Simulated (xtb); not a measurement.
C3H7 (SMILES C[CH]C), doublet, geometry from GFN2-xTB; GFN2-xTB (xtb).

The xtb input:
```
$ xtb mol.xyz --gfn 2 --uhf 1 --hess --json

# file mol.xyz
10

C     -0.08073437     0.51425383     0.00202403
C      0.04477701    -0.19753283     1.29093157
C      0.04445320    -0.18802225    -1.29225504
H     -0.46360008     1.52072873     0.00525132
H      0.40419944     0.47041680     2.07407067
H      0.43018374     0.47888266    -2.06403124
H     -0.92265236    -0.59238384     1.63168364
H      0.72527311    -1.04407116     1.20462375
H      0.70335913    -1.05117986    -1.20587517
H     -0.92773804    -0.55458579    -1.64992641
```

What the program printed (banner, timings and long lists left out):

```
   ID    Z sym.   atoms
    1    6 C      1-3
    2    1 H      4-10

           -------------------------------------------------
          |                Calculation Setup                |
           -------------------------------------------------

           -------------------------------------------------
          |                 G F N 2 - x T B                 |
           -------------------------------------------------

          ...................................................
          :                      SETUP                      :
          :.................................................:
          :  # basis functions                  19          :
          :  # atomic orbitals                  19          :
          :  # shells                           13          :
          :  # electrons                        19          :
          :  max. iterations                   250          :
          :  Hamiltonian                  GFN2-xTB          :
          :  restarted?                      false          :
          :  GBSA solvation                  false          :
          :  PC potential                    false          :
          :  electronic temp.          300.0000000     K    :
          :  accuracy                    1.0000000          :
          :  -> integral cutoff          0.2500000E+02      :
          :  -> integral neglect         0.1000000E-07      :
          :  -> SCF convergence          0.1000000E-05 Eh   :
          :  -> wf. convergence          0.1000000E-03 e    :
          :  Broyden damping             0.4000000          :
          :  net charge                          0          :
          :  unpaired electrons                  1          :
          ...................................................

 iter      E             dE          RMSdq      gap      omega  full diag
   1    -10.0417174 -0.100417E+02  0.269E+00   10.93       0.0  T
   2    -10.0633476 -0.216302E-01  0.134E+00   11.04       1.0  T
   3    -10.0636836 -0.335989E-03  0.642E-01   11.04       1.0  T
   4    -10.0637458 -0.622246E-04  0.821E-02   11.02       1.0  T
   5    -10.0637458 -0.126063E-07  0.180E-02   11.02       1.8  T
   6    -10.0637463 -0.438012E-06  0.299E-03   11.02      10.6  T
   7    -10.0637463 -0.808045E-08  0.931E-04   11.02      34.0  T
   8    -10.0637463 -0.140648E-08  0.227E-04   11.02     139.1  T

   *** convergence criteria satisfied after 8 iterations ***

         :::::::::::::::::::::::::::::::::::::::::::::::::::::
         ::                     SUMMARY                     ::
         :::::::::::::::::::::::::::::::::::::::::::::::::::::
         :: total energy              -9.907945657390 Eh    ::
         :: gradient norm              0.000113244189 Eh/a0 ::
         :: HOMO-LUMO gap             11.015286371235 eV    ::
         ::.................................................::
         :: SCC energy               -10.063745249619 Eh    ::
         :: -> isotropic ES            0.002970977153 Eh    ::
         :: -> anisotropic ES          0.003813894141 Eh    ::
         :: -> anisotropic XC          0.007245802724 Eh    ::
         :: -> dispersion             -0.003488190198 Eh    ::
         :: repulsion energy           0.155799592229 Eh    ::
         :: add. restraining           0.000000000000 Eh    ::
         :: total charge               0.000000000000 e     ::
         :::::::::::::::::::::::::::::::::::::::::::::::::::::

           -------------------------------------------------
          |                Numerical Hessian                |
           -------------------------------------------------
step length          :   0.00500
SCC accuracy         :   0.30000
Hessian scale factor :   1.00000
frozen atoms in %    :   0.00000    0
RMS gradient         :   0.00011
estimated CPU  time      0.00 min

writing file <hessian>.

 projected vibrational frequencies (cm⁻¹)
eigval :       -0.00    -0.00    -0.00     0.00     0.00     0.00
eigval :       61.30    75.37   388.19   421.27   940.55   946.69
eigval :      956.72  1028.13  1167.45  1181.04  1343.45  1393.45
eigval :     1405.74  1465.31  1475.03  1481.66  1484.48  2855.45
eigval :     2861.31  2990.29  2993.78  3004.75  3009.98  3104.88
           -------------------------------------------------
          |                Property Printout                |
           -------------------------------------------------

    * Orbital Energies and Occupations

         #    Occupation            Energy/Eh            Energy/eV
      -------------------------------------------------------------
         1        2.0000           -0.6061591             -16.4944
         2        2.0000           -0.5856790             -15.9371
         3        2.0000           -0.5406334             -14.7114
         4        2.0000           -0.4986893             -13.5700
         5        2.0000           -0.4852874             -13.2053
         6        2.0000           -0.4739035             -12.8956
         7        2.0000           -0.4616397             -12.5619
         8        2.0000           -0.4406943             -11.9919
         9        2.0000           -0.4305160             -11.7149
        10        1.0000           -0.2853563              -7.7649 (HOMO)
        11                          0.1194475               3.2503 (LUMO)
        12                          0.1500016               4.0818
        13                          0.1797257               4.8906
        14                          0.1859285               5.0594
        15                          0.1978394               5.3835
        16                          0.2103876               5.7249
        17                          0.2221338               6.0446
        18                          0.3225042               8.7758
        19                          0.3653415               9.9414
      -------------------------------------------------------------
[...]
    10   1 H    0.995 --     3 C    0.941
 ---------------------------------------------------------------------------

Topologies differ in total number of bonds
Writing topology from bond orders to xtbtopo.mol

molecular dipole:
                 x           y           z       tot (Debye)
 q only:       -0.008      -0.127      -0.001
   full:       -0.063      -0.161      -0.001       0.440
molecular quadrupole (traceless):
                xx          xy          yy          xz          yz          zz
 q only:       -0.450      -0.028      -0.355      -0.001      -0.010       0.805
  q+dip:       -0.766      -0.373       0.057      -0.002      -0.012       0.709
   full:       -0.562      -0.201      -0.205      -0.002      -0.012       0.767

           -------------------------------------------------
          |               Frequency Printout                |
           -------------------------------------------------
 projected vibrational frequencies (cm⁻¹)
eigval :       -0.00    -0.00    -0.00     0.00     0.00     0.00
eigval :       61.30    75.37   388.19   421.27   940.55   946.69
eigval :      956.72  1028.13  1167.45  1181.04  1343.45  1393.45
eigval :     1405.74  1465.31  1475.03  1481.66  1484.48  2855.45
Molecule has the following symmetry elements: (sigma)
It seems to be the Cs point group
eigval :     2861.31  2990.29  2993.78  3004.75  3009.98  3104.88
 reduced masses (amu)
   1:  9.41   2:  9.10   3:  5.84   4:  9.84   5:  8.90   6:  8.61   7:  1.22   8:  3.44
   9:  6.63  10:  4.06  11:  8.00  12:  2.53  13:  2.96  14:  4.29  15:  6.86  16:  5.58
  17:  6.98  18:  3.32  19:  2.84  20:  1.81  21:  1.73  22:  1.86  23:  1.50  24:  1.74
  25:  1.75  26:  1.58  27:  1.54  28:  1.78  29:  1.75  30:  1.82
 IR intensities (km·mol⁻¹)
   1:  0.01   2:  0.12   3:  0.48   4:  0.00   5:  0.05   6:  0.09   7:  0.12   8:  1.86
   9:  5.64  10: 18.88  11:  1.58  12:  2.52  13:  0.00  14:  3.09  15: 10.60  16:  4.16
  17: 35.48  18:  8.74  19:  2.25  20:  0.04  21:  6.32  22:  0.73  23:  3.74  24: 20.71
  25: 59.50  26: 34.50  27: 32.10  28:  6.57  29: 59.94  30: 63.38
 Raman intensities (Ä⁴*amu⁻¹)
   1:  0.00   2:  0.00   3:  0.00   4:  0.00   5:  0.00   6:  0.00   7:  0.00   8:  0.00
   9:  0.00  10:  0.00  11:  0.00  12:  0.00  13:  0.00  14:  0.00  15:  0.00  16:  0.00
  17:  0.00  18:  0.00  19:  0.00  20:  0.00  21:  0.00  22:  0.00  23:  0.00  24:  0.00
  25:  0.00  26:  0.00  27:  0.00  28:  0.00  29:  0.00  30:  0.00
 output can be read by thermo (or use thermo option).
 writing <g98.out> molden fake output.
 recommended (thermochemical) frequency scaling factor: 1.0
           -------------------------------------------------
          |             Thermodynamic Functions             |
           -------------------------------------------------

cs  symmetry found (for desy threshold:  0.10E+00) used in thermo

          ...................................................
          :                      SETUP                      :
          :.................................................:
          :  # frequencies                          24      :
          :  # imaginary freq.                       0      :
          :  linear?                             false      :
          :  only rotor calc.                    false      :
          :  symmetry                               cs      :
          :  rotational number                       1      :
          :  scaling factor                  1.0000000      :
          :  rotor cutoff                   50.0000000 cm⁻¹ :
          :  imag. cutoff                  -20.0000000 cm⁻¹ :
          :.................................................:

    mode    ω/cm⁻¹     T·S(HO)/kcal·mol⁻¹    T·S(FR)/kcal·mol⁻¹   T·S(vib)
   ------------------------------------------------------------------------
       1     61.30    -1.31634 ( 69.31%)    -0.99447 ( 30.69%)    -1.21757
       2     75.37    -1.19500 ( 83.77%)    -0.93358 ( 16.23%)    -1.15258
   ------------------------------------------------------------------------

   temp. (K)  partition function   enthalpy   heat capacity  entropy
                                   cal/mol     cal/K/mol   cal/K/mol   J/K/mol
 298.15  VIB   18.3                 1541.056      9.172     10.477
         ROT  0.176E+05              888.752      2.981     22.409
         INT  0.323E+06             2429.808     12.153     32.886
         TR   0.274E+27             1481.254      4.968     37.192
         TOT                        3911.0623    17.1210    70.0779   293.2059

       T/K    H(0)-H(T)+PV         H(T)/Eh          T*S/Eh         G(T)/Eh
   ------------------------------------------------------------------------
    298.15    0.623267E-02    0.928857E-01    0.332963E-01    0.595894E-01
   ------------------------------------------------------------------------

         :::::::::::::::::::::::::::::::::::::::::::::::::::::
         ::                  THERMODYNAMIC                  ::
         :::::::::::::::::::::::::::::::::::::::::::::::::::::
         :: total free energy          -9.848356224689 Eh   ::
         ::.................................................::
         :: total energy               -9.907945657404 Eh   ::
         :: zero point energy           0.086653025265 Eh   ::
         :: G(RRHO) w/o ZPVE           -0.027063592550 Eh   ::
         :: G(RRHO) contrib.            0.059589432715 Eh   ::
         :::::::::::::::::::::::::::::::::::::::::::::::::::::

           -------------------------------------------------
          | TOTAL ENERGY               -9.907945657404 Eh   |
          | TOTAL ENTHALPY             -9.815059957631 Eh   |
          | TOTAL FREE ENERGY          -9.848356224689 Eh   |
          | GRADIENT NORM               0.000112891652 Eh/α |
          | HOMO-LUMO GAP              11.015272660825 eV   |
           -------------------------------------------------

normal termination of xtb
```
